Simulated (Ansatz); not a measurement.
Species: CAuO, net charge 1, singlet state. SMILES: [O+]#[C-]->[Au+]
Geometry: optimised at B3LYP-D3(BJ)/def2-TZVP (Ansatz, a program for electronic structure).

Parts of the frozen-core correlation energy in def2-SVP (Ansatz, hartree). Frozen orbitals: 6; correlated occupied orbitals by spin: 10 and 10; virtual: 44 and 44. No spin-orbit coupling. Past Kr the def2 sets carry scalar-relativistic core potentials.

```csv
term,value
reference (HF),-247.17280
MP2 opposite-spin,-0.37307
MP2 same-spin,-0.16908
CCSD correlation,-0.53193
(T),-0.01753
T1 diagnostic,0.023
largest doubles amplitude,0.045
```
